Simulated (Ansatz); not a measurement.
`C[SiH2]N(C)[SiH3]` and `CN([SiH3])[SiH2]F` differ in one atom or group.

Ansatz, PBE0-D4/def2-TZVP geometries, multiplicity 1. Each molecule was computed in one conformer, which needn't be the lowest.

```tsv
property	`C[SiH2]N(C)[SiH3]`
HOMO–LUMO gap (ωB97M-V/def2-TZVPP) / eV	11.25
LUMO energy (PBE0/def2-TZVPP) / eV	0.40
LUMO energy (PBE/def2-TZVPP) / eV	-0.46
LUMO energy (ωB97M-V/def2-TZVPP) / eV	2.04
HOMO energy (PBE/def2-TZVPP) / eV	-5.64
size of the dipole moment (ωB97M-V/def2-TZVPP) / D	1.24
```

(1) Give the same properties after the change, and the shifts. (Estimate.)

## Answers

(1) Computed: 
| property | `CN([SiH3])[SiH2]F` | shift |
| --- | --- | --- |
| HOMO–LUMO gap (ωB97M-V/def2-TZVPP) / eV | 11.77 | 0.52 |
| LUMO energy (PBE0/def2-TZVPP) / eV | 0.21 | -0.19 |
| LUMO energy (PBE/def2-TZVPP) / eV | -0.65 | -0.19 |
| LUMO energy (ωB97M-V/def2-TZVPP) / eV | 1.87 | -0.17 |
| HOMO energy (PBE/def2-TZVPP) / eV | -6.27 | -0.63 |
| size of the dipole moment (ωB97M-V/def2-TZVPP) / D | 1.68 | 0.44 |

With PBE0 the HOMO falls by 0.67 eV and the LUMO falls by 0.19 eV, so the gap widens by about 0.48 eV. PBE moves the HOMO by -0.63 eV and ωB97M-V by -0.68 eV. Dipoles are sizes alone; their direction can turn.
